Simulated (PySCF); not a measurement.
# Bromine: a sound run and one with changed settings

Sound run: Br+ [Ar] 3d10 4s2 4p4, Br(2+) [Ar] 3d10 4s2 4p3. Computed with PySCF 2.14 in jorge-DZP-DKH (8s6p2d1f, 43 functions), with scalar relativity by spin-free X2C-1e. The sound run starts from symmetry-adapted Hartree-Fock orbitals and uses a fine grid where one is needed.

A second run was set up differently.

```
species  method  sound run (hartree)  changed run (hartree)  converged
    Br+     UHF          -2603.87640            -2603.87640        yes
    Br+    TPSS          -2605.54781            -2605.16516        yes
    Br+     PBE          -2605.28838            -2604.73095        yes
 Br(2+)     UHF          -2603.13296            -2603.13296        yes
 Br(2+)    TPSS          -2604.76189            -2604.40593        yes
 Br(2+)     PBE          -2604.50311            -2603.96936        yes
```

Ionisation energy of Br+:

```
method  sound run (eV)  changed run (eV)
   UHF          20.230            20.230
  TPSS          21.386            20.660
   PBE          21.368            20.724
```

Problem. What was changed?
A. too few SCF iterations
B. radial grid too coarse
C. minimal basis
D. basis contracted for another Hamiltonian

Solution. B. It used radial step 0.8 in ln r (0.13 in the sound run). A coarse radial grid mis-integrates the density and the exchange-correlation energy, with errors of either sign; Hartree-Fock needs no grid.
